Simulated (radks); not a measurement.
The numbers below are computed, except where a source is named.
All-electron atom: the titanium ion Ti7+ in [Ne] 3s2 3p3. Level of theory: scalar-relativistic Kohn-Sham, r2SCAN, spin-polarised, spherical densities, finite nucleus; open shells are filled with parallel spins first; meta-GGA in the generalised Kohn-Sham scheme; Fermi nuclear charge, rms radius 3.5921 fm (a radial shooting solver on a logarithmic mesh with Libxc functionals). Some entries of the table are withheld. Estimate them.

orbital  occ.  eigenvalue (Ry)  <1/r> (bohr^-1)  r(max) (bohr)
1s up       1        -369.8687            21.80        0.04556
1s down     1        -369.7163            21.81        0.04555
2s up       1              (1)            4.584         0.2678
2s down     1              (2)            4.580         0.2682
2p up       3        -43.26573              (3)         0.2188
2p down     3        -43.10835              (4)         0.2194
3s up       1        -13.65111            1.545         0.8273
3s down     1        -12.95530            1.527         0.8297
3p up       3        -11.67581            1.457         0.8379
3p down     0        -11.00704            1.441         0.8400

Answer. 
(1) 2s up eigenvalue (Ry): -50.17570
(2) 2s down eigenvalue (Ry): -50.10296
(3) 2p up <1/r> (bohr^-1): 4.473
(4) 2p down <1/r> (bohr^-1): 4.468
